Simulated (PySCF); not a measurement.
O3Se, SMILES [O-][Se+2](=O)[O-].

Geometry optimised at B3LYP-D3(BJ)/def2-SVP.

Two levels are set side by side: TDA-PBE/def2-SVPD (PySCF) and TDA-M06-2X/def2-SVPD (PySCF). Vertical, same geometry. The lowest singlet is HOMO→LUMO 100 % with PBE and HOMO→LUMO 99 % with the other functional; states are paired by order. Differences are taken from unrounded values.

```csv
quantity,TDA-M06-2X,TDA-PBE,TDA-PBE minus TDA-M06-2X
lowest singlet excitation (eV),4.36,3.64,-0.72
lowest triplet excitation (TDA) (eV),4.04,3.12,-0.91
first bright state (f over 0.05) (eV),6.91,6.34,-0.56
its oscillator strength,0.12,0.08,-0.05
```

Functionals without exact exchange tend to place singlet excitations lower, as here. Differences between two approximate levels are no errors against the true value.

Rough cost on one machine, each run with all the roots and properties that it gave: TDA-M06-2X against TDA-PBE about 8 times.
